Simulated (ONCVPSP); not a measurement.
Configuration tests for Ge (ONCV)

ONCVPSP 4.0.1 input, shortened (lines: element, Z, core and valence counts, functional; n l f; lmax; l rc ep ncon nbas qcut; lloc lpopt rc5 dvloc0; l nproj debl; icmod fcfact rcfact), PBE, scalar-relativistic:

```
  Ge 32.00    3    4        4      upf
    1    0    2.00
    2    0    2.00
    2    1    6.00
    3    0    2.00
    3    1    6.00
    3    2   10.00
    4    0    2.00
    2
    0    1.10    0.00    4    8   11.00
    1    0.95    0.00    4    8   14.00
    2    1.10    0.00    3    7   14.30
    4    1    0.70    1.00
    0    3    2.30
    1    2    2.00
    2    1    2.80
    1    0.20    0.00
```

In the p channel the program set the typed energies aside and used -4.982, 0.250 Ha.

Energies are relative to the spin-unpolarised reference configuration 3s2 3p6 3d10 4s2; without spin polarisation the order of configurations can differ from experiment.

(1) Give the all-electron excitation energy and the error of the potential for: 3s2 3p6 3d10 4s2 4p2; 3s2 3p6 3d10 4s2 4p1; 3s2 3p6 3d10 4s1; 3s2 3p6 3d10 4s2 4p1.5.

Results:

(1)

| valence configuration | charge | ΔE all-electron (eV) | error AE − PS (meV) |
| --- | --- | --- | --- |
| 3s2 3p6 3d10 4s2 4p2 | 0 | -22.883 | +3.0 |
| 3s2 3p6 3d10 4s2 4p1 | +1 | -15.439 | +2.0 |
| 3s2 3p6 3d10 4s1 | +3 | 34.792 | -4.7 |
| 3s2 3p6 3d10 4s2 4p1.5 | +0.5 | -20.081 | +2.7 |
